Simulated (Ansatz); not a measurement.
`C[CH](C)[SnH2][CH](C)C` + `CC(C)N` → `CC(C)NC(C)C` + `C[CH](C)[SnH3]`  (substitution at a C–Sn bond)

Computed with Ansatz on PBE0-D4/def2-TZVP structures; ΔE is electronic, products minus reactants. CCSD(T)/CBS is the MP2 limit (def2-TZVPP, def2-QZVPP) plus CCSD(T) − MP2 in def2-TZVPP, frozen cores. DFT in def2-TZVPP. B3LYP here is the variant with VWN-RPA as its local correlation; programs differ in this. def2 core potentials past Kr. For Sn outer-core shells are correlated without core-valence functions, which leaves a few kJ/mol of doubt a bond. One conformer a species, not always the lowest.

`C[CH](C)[SnH2][CH](C)C`:

```xyz
23

C    -0.300    3.025   -0.722
C    -0.665    1.556   -0.573
C    -1.074    0.938   -1.902
Sn    0.952    0.428    0.324
C     0.424   -1.666    0.490
C     1.538   -2.468    1.146
C    -0.897   -1.826    1.228
H     0.558    3.158   -1.388
H    -0.049    3.488    0.236
H    -1.134    3.593   -1.153
H    -1.501    1.469    0.131
H    -1.386   -0.105   -1.797
H    -0.253    0.966   -2.625
H    -1.912    1.488   -2.347
H     1.298    1.036    1.895
H     2.357    0.610   -0.650
H     0.299   -2.013   -0.542
H     2.479   -2.394    0.596
H     1.726   -2.128    2.169
H     1.272   -3.530    1.203
H    -0.830   -1.452    2.254
H    -1.716   -1.293    0.736
H    -1.185   -2.883    1.290
```

`CC(C)N`:

Cartesian coordinates in Å:
```
C -0.568 -0.746 -1.024
C 0.195 0.250 -0.171
C -0.627 0.701 1.022
N 1.418 -0.381 0.310
H 0.027 -1.066 -1.885
H -0.814 -1.633 -0.435
H -1.494 -0.308 -1.403
H 0.402 1.138 -0.793
H -1.554 1.179 0.700
H -0.074 1.421 1.632
H -0.874 -0.157 1.653
H 2.000 -0.669 -0.468
H 1.962 0.272 0.862
```

`CC(C)NC(C)C`:

```xyz
22

C     1.460   -2.076   -0.353
C     0.246   -1.224   -0.026
C    -0.950   -1.632   -0.882
N     0.630    0.175   -0.143
C    -0.378    1.185    0.136
C    -0.811    1.124    1.591
C     0.210    2.544   -0.194
H     2.305   -1.796    0.279
H     1.757   -1.936   -1.398
H     1.248   -3.137   -0.210
H    -0.011   -1.401    1.024
H    -0.735   -1.470   -1.944
H    -1.182   -2.691   -0.745
H    -1.847   -1.063   -0.630
H     1.015    0.335   -1.067
H    -1.280    1.052   -0.489
H     0.058    1.228    2.245
H    -1.309    0.182    1.833
H    -1.513    1.932    1.811
H    -0.519    3.338   -0.017
H     1.092    2.734    0.423
H     0.513    2.599   -1.244
```

`C[CH](C)[SnH3]`:

Z-matrix (Å, degrees):
```
C
C 1 1.521
H 1 1.093 2 112.3
H 1 1.096 2 110.7 3 -120.2
H 1 1.095 2 111.5 3 120.9
C 2 1.521 1 111.9 3 177.5
Sn 2 2.163 1 110.8 3 -58.4
H 2 1.095 1 109.0 3 56.9
H 6 1.095 2 111.5 1 61.7
H 6 1.097 2 110.7 1 -57.3
H 6 1.093 2 112.3 1 -177.5
H 7 1.713 2 109.0 1 -62.7
H 7 1.711 2 110.7 1 177.8
H 7 1.712 2 110.7 1 56.9
```

```json
{"level": "LDA (SPW92)", "ΔE (kJ/mol)": "9.7", "difference from CCSD(T)/CBS": "-24.7"}
{"level": "PBE0-D4", "ΔE (kJ/mol)": "24.8", "difference from CCSD(T)/CBS": "-9.6"}
{"level": "B3LYP-D4", "ΔE (kJ/mol)": "26.0", "difference from CCSD(T)/CBS": "-8.4"}
{"level": "BHLYP-D4", "ΔE (kJ/mol)": "24.1", "difference from CCSD(T)/CBS": "-10.3"}
{"level": "ωB97X-V", "ΔE (kJ/mol)": "21.2", "difference from CCSD(T)/CBS": "-13.2"}
{"level": "B2PLYP", "ΔE (kJ/mol)": "28.0", "difference from CCSD(T)/CBS": "-6.4"}
{"level": "PBE", "ΔE (kJ/mol)": "27.3", "difference from CCSD(T)/CBS": "-7.1"}
{"level": "revPBE", "ΔE (kJ/mol)": "33.3", "difference from CCSD(T)/CBS": "-1.1"}
{"level": "r2SCAN", "ΔE (kJ/mol)": "24.6", "difference from CCSD(T)/CBS": "-9.8"}
{"level": "r2SCANh", "ΔE (kJ/mol)": "24.0", "difference from CCSD(T)/CBS": "-10.4"}
{"level": "r2SCAN0", "ΔE (kJ/mol)": "22.9", "difference from CCSD(T)/CBS": "-11.5"}
{"level": "CCSD(T)/def2-SVP", "ΔE (kJ/mol)": "9.0", "difference from CCSD(T)/CBS": "-25.4"}
{"level": "SCS-MP2/def2-TZVPP", "ΔE (kJ/mol)": "32.1", "difference from CCSD(T)/CBS": "-2.3"}
{"level": "CCSD/def2-TZVPP", "ΔE (kJ/mol)": "27.3", "difference from CCSD(T)/CBS": "-7.1"}
{"level": "MP2/def2-QZVPP", "ΔE (kJ/mol)": "38.9", "difference from CCSD(T)/CBS": "4.5"}
{"level": "MP2/CBS(def2)", "ΔE (kJ/mol)": "41.4", "difference from CCSD(T)/CBS": "7.0"}
{"level": "CCSD(T)/CBS", "ΔE (kJ/mol)": "34.4", "difference from CCSD(T)/CBS": "0"}
```

Largest T1 diagnostic among the species: 0.011.

From BLYP to BHLYP (50 % exact exchange), in def2-TZVPP and without D4, ΔE moves by −8.5 kJ/mol. In def2-TZVPP, CCSD(T) changes the Hartree–Fock value by +10.5 kJ/mol (the triples alone add +1.0 kJ/mol) and MP2 by +17.6 kJ/mol.

CCSD(T)/CBS has its own doubt, a few kJ/mol and more with outer-core shells, so smaller differences from it don't rank the levels.
